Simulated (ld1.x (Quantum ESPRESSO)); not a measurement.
Ranking RRKJ potentials for ruthenium

All share these settings but for the change named:

ruthenium (Ru), norm-conserving RRKJ (Kleinman–Bylander form), made with ld1.x (Quantum ESPRESSO) 7.5 (PBE, scalar-relativistic). Core [Ar] 3d10, reference 4s2 4p6 4d7 5s1 5p0. Waves: 4s (bound): rc 1.65 bohr; 4p (bound): rc 1.75 bohr; 4d (bound): rc 1.35 bohr. Local part: the d channel. Core correction: none. rho0 = 0.001.

Occupied shells without a wave of their own: 5s. They enter only through the test configuration that unscreens the potential.

Test errors are all-electron minus pseudo excitation energies from the reference, over 4s2 4p6 4d7 5s0 5p0; 4s2 4p6 4d6 5s0 5p0; 4s2 4p6 4d5 5s0 5p0; 4s1 4p6 4d7 5s1 5p0; 4s2 4p6 4d7 5s0 5p1; 4s2 4p6 4d4 5s0 5p0; 4s2 4p6 4d6 5s1 5p1. None of these files shows a bound ghost.

The base gives 181.6 meV.

Of 7 variants that were run, those that failed, showed a ghost or another fault, or gave nearly equal values are left out.

A variant can come out equal or close to the base, since the largest error may sit in a test that the change hardly touches while other tests move.

(1) Rank these variants by their largest absolute test error, smallest first.
A. functional PBEsol
B. all radii scaled by about 0.80 (s 1.32, p 1.40, d 1.08 bohr)
C. local potential all-electron potential smoothed inside 1.75 bohr (lloc = -2)

Answers

(1) B (42.1 meV), A (185.0 meV), C (1198.1 meV).
